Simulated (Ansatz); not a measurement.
Species: tetramethylsilane, C4H12Si, net charge 0, singlet state. 
Structure (B3LYP-D3(BJ)/def2-TZVP (Ansatz, an electronic-structure program) minimum search):
```xyz
17

Si     0.0000     0.0000     0.0000
C     -1.1396    -0.5879     1.3747
C      1.1691     1.3098     0.6723
C      0.9968    -1.4542    -0.6525
C     -1.0263     0.7324    -1.3945
H     -0.5712    -1.0198     2.2018
H     -1.7338     0.2368     1.7754
H     -1.8328    -1.3516     1.0140
H      1.7807     0.9134     1.4863
H      1.8458     1.6721    -0.1051
H      0.6181     2.1700     1.0599
H      1.6052    -1.9023     0.1367
H      0.3436    -2.2341    -1.0511
H      1.6704    -1.1436    -1.4547
H     -1.7173    -0.0066    -1.8069
H     -1.6183     1.5818    -1.0456
H     -0.3905     1.0839    -2.2106
```

Basis-set convergence of Hartree-Fock and CCSD(T) correlation energies (hartree) with Ansatz. Correlated levels leave the core frozen unless marked. Spin-orbit coupling is left out. Non-relativistic.

```json
[
 {"basis": "cc-pV(D+d)Z", "functions": "139", "E(HF)": "-447.44631", "E(corr, CCSD(T))": "-0.79055"},
 {"basis": "cc-pV(T+d)Z", "functions": "327", "E(HF)": "-447.51108", "E(corr, CCSD(T))": "-0.94930"},
 {"basis": "cc-pV(Q+d)Z", "functions": "644", "E(HF)": "-447.52445", "E(corr, CCSD(T))": "-0.99607"}
]
```

Extrapolating the two largest sets (X = 3 and 4) as X^-3: E(corr) = (64·(-0.99607) - 27·(-0.94930))/37 = -1.0302 Eh, an estimate of the basis-set limit. The largest set recovers 96.7 % of it, the smallest 76.7 %.
